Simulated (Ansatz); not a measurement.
Consider the redistribution: `[CH3][Al]([Cl])[Cl]` + `O=C=[N][Hf]([OH])([OH])[OH]` → `O=C=[N][Al]([Cl])[Cl]` + `[CH3][Hf]([OH])([OH])[OH]`.

Computed with Ansatz on PBE0-D4/def2-TZVP structures; ΔE is electronic, products minus reactants. CCSD(T)/CBS adds triple-zeta CCSD(T) − MP2 to the extrapolated MP2 energy (def2 sets, frozen cores). Functionals use def2-TZVPP. B3LYP here is the variant with VWN-RPA as its local correlation; programs differ in this. def2 core potentials past Kr. For Hf outer-core shells are correlated without core-valence functions, which leaves a few kJ/mol of doubt a bond. One conformer a species, not always the lowest.

```csv
level,ΔE (kJ/mol),difference from CCSD(T)/CBS
PBE-D4,55.6,5.4
r2SCAN-D4,52.4,2.2
B97M-V,52.8,2.6
B3LYP-D4,52.4,2.2
ωB97X-V,54.1,3.9
ωB97M-V,53.4,3.2
PBE,56.2,6.0
revPBE,56.3,6.1
r2SCAN,52.5,2.3
PBE0,55.0,4.8
BHLYP,52.7,2.5
CCSD/def2-SVP,52.6,2.4
CCSD(T)/def2-SVP,53.5,3.3
HF/def2-TZVPP,53.7,3.5
MP2/def2-TZVPP,52.4,2.2
SCS-MP2/def2-TZVPP,52.1,1.9
CCSD(T)/CBS,50.2,0
```

Largest T1 diagnostic among the species: 0.016.

At CCSD(T), def2-SVP lies +3.3 kJ/mol from the extrapolated value and def2-TZVPP +1.6 kJ/mol. Leaving LDA and LC-ωPBE aside and taking each functional with its dispersion term where it has one, the values, not all of them listed here, spread over 3.7 kJ/mol, from r2SCAN0-D4 to PBE-D4.
